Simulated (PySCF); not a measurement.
HFMgSe (SMILES [F][Mg][SeH]), singlet, at a GFN2-xTB geometry (such geometries of metal compounds can be far from the true shape).

Here is a job for PySCF.
```python
from pyscf import gto, scf, dft
from pyscf.prop import polarizability

mol = gto.Mole()
mol.atom = '''
    Mg    0.35483975   -1.02972998    0.57115095
    F     1.14493692   -2.53492624    0.54911229
    Se   -0.39658803    0.99189219   -0.37099665
    H    -1.07851624    1.44676126    0.81806427
'''
mol.basis = 'cc-pvdz'
mol.verbose = 4
mol.build()

mf = dft.RKS(mol)
mf.xc = 'camb3lyp'
mf.kernel()
alpha = mf.Polarizability().polarizability()[2, 2]
print('alpha_zz =', alpha)
```

Q: What does this run give for the Mulliken (on the basis functions themselves) charges in atom order, number of basis functions, HOMO energy, dipole moment, total energy, polarisability along z?

A: 
```
Item                                                                                                 Value
------------------------------------------------------------------  --------------------------------------
Mulliken (on the basis functions themselves) charges in atom order  Mg1 0.64, F2 -0.47, Se3 -0.21, H4 0.04
number of basis functions                                                                               64
HOMO energy                                                                                       -8.17 eV
dipole moment                                                                                       2.69 D
total energy                                                                                 -2702.2528 Eh
polarisability along z                                                                          37.9 bohr³
```
